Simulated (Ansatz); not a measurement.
Reactions of C3H4ClF, SMILES `C=CC(F)Cl`.

Calculated with Ansatz (gas phase, PBE0-D4/def2-TZVP geometries, no zero-point term in ΔE). CCSD(T)/CBS adds triple-zeta CCSD(T) − MP2 to the extrapolated MP2 energy (def2 sets, frozen cores). This one scheme is used for every species. DFT in def2-TZVPP. For Br outer-core shells are correlated without core-valence functions, which leaves a few kJ/mol of doubt a bond. Scalar relativity is left out up to krypton. One conformer a species, not always the lowest.

```tsv
reaction	PBE-D4 (kJ/mol)	PBE0-D4 (kJ/mol)	CCSD/CBS(def2) (kJ/mol)
`C=CC(F)Cl` → `C=CCl` + `[CH]F`	395	404	378
`C=CC(F)Cl` + CH₃SH → `C=CSC` + `FCCl`	3	8	14
`C=CC(F)Cl` + H–F → `FC(F)Cl` + `C=C`	25	28	35
`C=CC(F)Cl` + H–F → `C=CC(F)F` + HCl	-5	-8	-6
`C=CC(F)Cl` + HBr → `C=CC(Cl)Br` + H–F	-11	-10	-16
`C=CC(F)Cl` → `C=C(F)CCl`	-9	-9	-5
`C=CC(F)Cl` + H₂ → `C=CCCl` + H–F	-83	-92	-103
`C=CC(F)Cl` → `C/C(Cl)=C/F`	-12	-10	-1
`C=CC(F)Cl` + `C1=C[SiH2]1` → `C=CC1=C[SiH2]1` + `FCCl`	-26	-24	-16
`C=CC(F)Cl` + `O[SiH3]` → `O[SiH2]C(F)Cl` + `C=C`	-9	-6	-8
```

(1) Give the CCSD(T)/CBS values in the same order. (An estimate is asked.)

Largest T1 diagnostic: 0.018, for `[CH]F`.

Answers

(1) The calculation gave: 381, 12, 37, -3, -21, -5, -100, -2, -18, -8 kJ/mol.
